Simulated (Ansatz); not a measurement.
H6BrSbSi2, singlet, geometry from GFN2-xTB (all electrons, no relativity), with bond 10-7 at 1.8 times its length; CASSCF(4,6)/STO-3G run with Ansatz (an electronic-structure program).

Input for Ansatz:
Ansatz 0.2 input:
```yaml
crystal:
  periodic: [false, false, false]
  atoms:
    - {symbol: Sb, position_ang: [-0.07986799, -0.07870628, 0.86127553]}
    - {symbol: Br, position_ang: [-0.90754336, -0.96958517, -1.39363737]}
    - {symbol: Si, position_ang: [-0.36208270, 2.38061146, 0.14898763]}
    - {symbol: H, position_ang: [0.21393796, 2.71127110, -1.14960841]}
    - {symbol: H, position_ang: [0.29739812, 3.16678417, 1.18799829]}
    - {symbol: H, position_ang: [-1.78536626, 2.70005807, 0.14536813]}
    - {symbol: Si, position_ang: [2.39611899, -0.22623721, 0.16672865]}
    - {symbol: H, position_ang: [2.71380048, 0.40760744, -1.10824740]}
    - {symbol: H, position_ang: [2.78188182, -1.63208658, 0.12046116]}
    - {symbol: H, position_ang: [3.73353001, 0.96331945, 2.09187774]}
basis:
  gaussian:
    orbitals: STO-3G
hamiltonian:
  xc: hf
magnetization: {spin_polarized: false}
correlation: {active_space: {window: {electrons: 4, orbitals: 6}}}
```

Output, abridged:

```
Functional definition: HF
723 factors; integrals over basis functions are off by at most 3.4e-5 eV
mean field evaluation 1: about -254983.1059 eV, gradient 2.0e1 eV
mean field evaluation 2: about -254983.1311 eV, gradient 2.0e1 eV
mean field evaluation 4: about -254986.6207 eV, gradient 1.6e0 eV
mean field evaluation 8: about -254986.6396 eV, gradient 1.6e-2 eV
mean field evaluation 16: about -254986.6417 eV, gradient 2.6e-1 eV
mean field -254986.63959217 eV, -9370.5861688605 hartree, gradient 7.0e-7 eV, S^2 0.000000; 1 other end points of the search recorded, 0 dependent functions left out
reference -254986.63959217 eV, -9370.5861688605 hartree; 60, 60 occupied and 9, 9 virtual orbitals, 723 factors
state -254989.82657739 eV, -9370.7032884069 hartree
2 active orbitals were swapped for others, from the solution at -254989.68873036 eV, -9370.6982226220 hartree to that at -254989.82657739 eV, -9370.7032884069 hartree; typed "places" are swapped only where nearly empty or full, and so, without "given_window_search", are "orbital_numbers", "shells" and a window whose orbitals a file names under [Active]
Total energy: -254989.82657739 eV, -9370.7032884069 hartree
```
